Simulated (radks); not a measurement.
All-electron atom: Ag2+ in [Kr] 4d8 5s1 (not the ground configuration).

Method: Dirac Kohn-Sham, PBE, spin-unpolarised, spherical densities, finite nucleus; open shells are shared between the two j in proportion to 2j + 1; Fermi nuclear charge, rms radius 4.5454 fm; computed with a radial shooting solver on a logarithmic mesh with Libxc functionals.

Energy parts (hartree):
| part | energy |
|---|---|
| total | -5315.69287 |
| kinetic | 5563.01170 |
| electron-nucleus | -12846.32667 |
| Hartree | 2116.08994 |
| exchange-correlation | -148.46784 |

Orbitals (lengths in bohr, moments of r in powers of bohr; r(max) is where P^2 peaks):
orbital,occ.,eigenvalue (hartree),<r^4>,<r^2>,r(max),small-component weight
1s1/2,2,-931.3230,4.451e-06,0.001308,0.02015,2.96e-02
2s1/2,2,-137.9880,0.0007902,0.02140,0.1141,6.20e-03
2p1/2,2,-128.3055,0.0005147,0.01600,0.08819,6.22e-03
2p3/2,4,-121.8627,0.0005933,0.01732,0.09245,5.97e-03
3s1/2,2,-26.15041,0.03699,0.1553,0.3328,1.75e-03
3p1/2,2,-22.29903,0.03665,0.1507,0.3192,1.69e-03
3p3/2,4,-21.16171,0.04105,0.1598,0.3291,1.62e-03
3d3/2,4,-14.34534,0.03721,0.1408,0.2722,1.51e-03
3d5/2,6,-14.11626,0.03857,0.1436,0.2750,1.49e-03
4s1/2,2,-4.50615,1.294,0.9296,0.8213,4.47e-04
4p1/2,2,-3.28521,1.792,1.072,0.8573,3.92e-04
4p3/2,4,-3.09373,2.024,1.138,0.8816,3.72e-04
4d3/2,3.2,-1.22623,6.591,1.887,1.007,2.40e-04
4d5/2,4.8,-1.20214,6.917,1.932,1.017,2.35e-04
5s1/2,1,-0.82810,69.15,6.791,2.159,6.97e-05

The highest occupied level is 5s1/2 at -22.534 eV. Summed over all electrons, <r^2> = 33.48 bohr^2, which gives a Langevin (diamagnetic) susceptibility term of -26.5 x 10^-6 cm^3/mol. The density falls to 0.001 e/bohr^3 at r = 3.68 bohr. The electron density at the nucleus is 1.457e+05 e/bohr^3.
